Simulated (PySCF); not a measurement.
Ta(O)(F)3 cation (F3OTa), SMILES [F][Ta]([F])(=[O])[F] (connectivity only; charge and spin as stated), charge +1, multiplicity 2.

The structure is a stationary point at B3LYP-D3(BJ)/def2-SVP. The multiplicity is an assumed one; other spin states were not compared. The isomer is the one that the SMILES or the coordinates give; other isomers of the formula were not compared. The def2 effective core potentials stand for the cores of Ta; spin–orbit coupling is left out.

The numbers are results of TDA-CAM-B3LYP/def2-SVPD (PySCF), not measurements.

Vertical excitations. Gas-phase values at a fixed geometry.

Computed excitation energies, oscillator strengths and character:
```
state    energy (eV)  λ (nm)      f                                                main pairs
-------  -----------  ------  -----  --------------------------------------------------------
root 1          0.24    5143  0.000                                          β HOMO→LUMO 94 %
root 2          1.17    1063  0.000                                        β HOMO−1→LUMO 92 %
root 3          5.44     228  0.000                    β HOMO−4→LUMO 79 %, β HOMO−2→LUMO 18 %
root 4          5.45     227  0.002                                        β HOMO−3→LUMO 97 %
root 5          5.46     227  0.002                    β HOMO−2→LUMO 79 %, β HOMO−4→LUMO 18 %
root 6          5.87     211  0.005                                        β HOMO−5→LUMO 85 %
root 7          5.98     207  0.004                    α HOMO→LUMO+1 23 %, β HOMO→LUMO+1 66 %
root 8          6.27     198  0.002                    β HOMO−6→LUMO 62 %, β HOMO→LUMO+2 26 %
root 9          6.47     192  0.008                                        β HOMO−7→LUMO 92 %
root 10         6.65     187  0.000  α HOMO→LUMO 14 %, β HOMO→LUMO+2 46 %, β HOMO−6→LUMO 31 %
```
Unrestricted roots are not spin-pure.
